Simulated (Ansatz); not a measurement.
The cluster Al₇H. The state is a singlet with charge 0. Geometry B3LYP-D4/def2-SVP; atoms count from 1.

Cartesian coordinates in Å:
```
Al 0.700 -2.071 -1.754
Al -2.421 0.110 1.263
Al 1.362 0.525 -0.842
Al -0.584 1.024 2.736
Al 0.635 2.348 0.824
Al -1.631 -0.812 -0.992
Al 0.146 -0.732 0.948
H 1.794 -0.392 -2.183
```

The restricted singlet is unstable towards broken spin symmetry in Hartree–Fock (as tested in another run); at PBE0-D4/def2-TZVP this wasn't settled. Another isomer (singlet) lies 0.94 eV lower at PBE0-D4/def2-TZVP; other spin states weren't run for this one.

(1) Estimate the Mulliken populations from the PBE0/def2-TZVP orbitals of Ansatz.

(2) And the Mayer bond orders between bonded heavy atoms (over 0.3)?

Results:

(1) 
```csv
atom,charge (e)
Al1,0.05
Al2,0.02
Al3,0.02
Al4,0.00
Al5,0.04
Al6,0.01
Al7,-0.10
H8,-0.03
```
Mulliken values and Mayer orders depend strongly on the basis.

(2) Al1–Al3 0.38 (2.83 Å); Al1–Al6 0.56 (2.76 Å); Al2–Al4 0.82 (2.53 Å); Al2–Al6 0.72 (2.56 Å); Al2–Al7 0.57 (2.72 Å); Al3–Al5 0.76 (2.57 Å); Al3–Al7 0.71 (2.50 Å); Al4–Al5 0.72 (2.63 Å); Al4–Al7 0.64 (2.61 Å); Al6–Al7 0.58 (2.63 Å). Values over 0.3 also appear between atoms too far apart for a bond (Al1–Al7 0.41 at 3.07 Å; Al5–Al7 0.40 at 3.12 Å); they arise where an orbital or an unpaired electron spreads over both atoms.
